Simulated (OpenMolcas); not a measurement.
F³⁺: effect of the basis set

```json
{"Program": "OpenMolcas 26.06", "Method": "SS-RASPT2, IPEA 0.25 Eh, imaginary shift 0.1 Eh (closed shells correlated: 1s)", "Active space": "4 electrons in 9 orbitals (RAS2 2s 2p; RAS3 3d, at most 2 electrons)", "State averaging": "2S+1 = 3 even, 3 roots; 2S+1 = 1 even, 6 roots; 2S+1 = 5 odd, 1 root; 2S+1 = 3 odd, 9 roots; 2S+1 = 1 odd, 8 roots", "Spin-orbit coupling": "RASSI with atomic mean-field integrals over the reference wave functions, term energies averaged over their components"}
```

A. ANO-RCC-VTZP [4s3p2d1f], DKH2, point nucleus; CASPT2 step roughly 10 core-seconds
B. ANO-R2 [4s4p2d1f], X2C, finite nucleus; CASPT2 step of the order of 13 core-seconds
C. ANO-RCC-VQZP [5s4p3d2f1g], DKH2, point nucleus; CASPT2 step roughly 12 core-seconds
D. ANO-RCC [8s7p4d3f2g], DKH2, point nucleus; CASPT2 step roughly 19 core-seconds

Energies in cm⁻¹ above 2s² 2p² ³P₀, the measured ground level; measured values from Moore, Atomic Energy Levels, vol. I, NSRDS-NBS 35 (1971 reprint of NBS Circular 467, 1949).

```
      Level       A       B       C       D  Measured
2s² 2p² ³P₀     0.0     0.0     0.0     0.0       0.0
2s² 2p² ³P₁     223     212     215     216       225
2s² 2p² ³P₂     652     621     628     630       613
2s² 2p² ¹D₂   26048   25925   25741   25591     25241
2s² 2p² ¹S₀   54985   54474   54199   53891     53544
2s 2p³ ⁵S°₂   73344   72677   72897   73351          
2s 2p³ ³D°₁  148690  147888  147787  147823    147902
2s 2p³ ³D°₂  148690  147888  147787  147824    147889
2s 2p³ ³D°₃  148697  147894  147793  147830    147842
2s 2p³ ³P°₀  176840  175890  175691  175527          
2s 2p³ ³P°₁  176842  175892  175692  175528    175242
2s 2p³ ³P°₂  176846  175895  175696  175532    175237
2s 2p³ ¹D°₂  230949  230049  229839  229422          
2s 2p³ ³S°₁  240229  239488  239449  238926          
2s 2p³ ¹P°₁  260554  259494  259150  258514    257390
```

Deviations, from unrounded energies. A percentage is the sum of absolute deviations over the sum of measured energies, with the sign that they share, or ± where signs differ.

```
                        Against measurement  Levels     A     B     C     D
             mean absolute deviation (cm-1)      10  1100   510   410   260
      fine structure of the ground term (%)       2  ±4.9  ±2.4  ±2.9  ±3.1
other terms of the ground configuration (%)       2  +2.9  +2.0  +1.5  +0.9
                   other configurations (%)       6  +0.8  ±0.3  ±0.3  ±0.2
```

D lies closest to measurement on these levels and A furthest from it. The largest miss of D in the table is 2s 2p³ ¹P°₁, by +1100 cm-1. The ranking rests on the paired levels alone, and a cruder setting can come out closer through cancelling errors.

Among A to D the level of the table that moves most is 2s 2p³ ¹P°₁, by 2000 cm-1 (lowest in D, highest in A).

Active for correlation alone: 3d; no level in the range computed is led by a configuration that fills it, so any true level of that kind is missing. Measured partners are found by configuration, term and J. A level has none where our copy of the source lacks it or the pairing is in doubt (some pairs that miss far off the trend of their configuration count as doubtful), and it then counts in no deviation. Only configurations of the active space appear.

° marks odd parity.
